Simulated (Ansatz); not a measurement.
Species: CLiN (charge 0, singlet). 
Geometry from a B3LYP-D3(BJ)/def2-TZVP (Ansatz, a program for electronic structure) optimisation:
SMILES: [C]([N])[Li]
```xyz
3

Li     0.0000     0.0000    -2.0557
C      0.0000     0.0000    -0.1501
N      0.0000     0.0000     1.0096
```

Basis-set convergence of Hartree-Fock and CCSD(T) correlation energies (hartree) with Ansatz. Cores are frozen in the correlated levels unless marked. No spin-orbit coupling. No relativistic terms.

| basis | functions | E(HF) | E(corr, CCSD(T)) |
|---|---|---|---|
| def2-SVPD | 52 | -99.70012 | -0.31333 |
| def2-TZVPPD | 96 | -99.81355 | -0.36477 |
| def2-QZVPPD | 161 | -99.81744 | -0.38462 |

Extrapolating the two largest sets (X = 3 and 4) as X^-3: E(corr) = (64·(-0.38462) - 27·(-0.36477))/37 = -0.3991 Eh, an estimate of the basis-set limit. The largest set recovers 96.4 % of it, the smallest 78.5 %.
